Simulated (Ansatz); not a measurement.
Species: CsCl, net charge 0, singlet state. 
Coordinates optimised at B3LYP-D3(BJ)/def2-TZVP (Ansatz, a quantum-chemistry and plane-wave program):
SMILES: [Cl][Cs]
```xyz
2

Cs     0.0000     0.0000    -0.6988
Cl     0.0000     0.0000     2.2608
```
Charge 0, spin multiplicity 1.

Basis-set convergence of Hartree-Fock and CCSD correlation energies (hartree) with Ansatz. Correlated levels leave the core frozen unless marked. No spin-orbit coupling. The frozen core is the preceding noble-gas configuration, with the filled d and f shells of earlier blocks. The outer core of K, Ca and their heavier congeners is not correlated, a term that matters for these elements. Past Kr the def2 sets carry scalar-relativistic core potentials.

| basis | functions | E(HF) | E(corr, CCSD) |
|---|---|---|---|
| def2-SVP | 42 | -479.29282 | -0.14854 |
| def2-TZVPP | 78 | -479.45339 | -0.21577 |
| def2-QZVPP | 132 | -479.46830 | -0.23769 |

Extrapolating the two largest sets (X = 3 and 4) as X^-3: E(corr) = (64·(-0.23769) - 27·(-0.21577))/37 = -0.2537 Eh, an estimate of the basis-set limit. The largest set recovers 93.7 % of it, the smallest 58.6 %.
